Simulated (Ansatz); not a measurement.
Ideal-gas functions of `[CH3][Zr]([Cl])([Cl])[Cl]` at 500 K and 1 bar, from an Ansatz frequency run at PBE0-D4/def2-TZVP.

Molar mass 212.62 g/mol, point group C3v (symmetry number 3), electronic degeneracy 1, moments of inertia 382.251, 382.284, 539.211 u Å². Harmonic wavenumbers (cm⁻¹, unscaled): 94, 94, 99, 105, 126, 126, 378, 412, 412, 504, 504, 529, 1170, 1401, 1401, 3017, 3111, 3111.

Use S(trans) = R[1.5 ln M + 2.5 ln T − 1.1517]; rotational temperatures θ = 24.2544 K / I; S(rot) = R[ln(√π/σ · √(T³/θAθBθC)) + 1.5]; for each mode x = 1.438777 ν̃/T, S = R[x/(eˣ − 1) − ln(1 − e⁻ˣ)] and H = RT x/(eˣ − 1); 1 cm⁻¹ = 0.0119627 kJ/mol; R = 8.31446 J/(mol·K).

Task: By hand: the entropy, in J/(mol·K).

Result: Translation 186.4. Rotation: θ = 0.0635, 0.0634, 0.045 K, giving 121.4. Vibration, mode by mode: 19.21, 19.21, 18.78, 18.30, 16.80, 16.80, 8.01, 7.37, 7.37, 5.92, 5.92, 5.58, 1.29, 0.75, 0.75, 0.01, 0.01, 0.01, in all 152.1. Electronic 0.0. Sum 459.9 J/(mol·K).

Task: By hand: H − E and G − E in kJ/mol, counted from the electronic energy.

Result: Zero-point energy ½ × 16594 × 0.0119627 = 99.3; thermal vibration 34.5; translation, rotation and pV give 4 RT = 16.6. H − E = 150.4 kJ/mol, and G − E = 150.4 − 500 × 459.9/1000 = -79.5 kJ/mol.

Vibration gives 33 % of the entropy, 109.1 J/(mol·K) of it from the modes under 150 cm⁻¹: soft modes count most, and the harmonic formula is weakest for them.
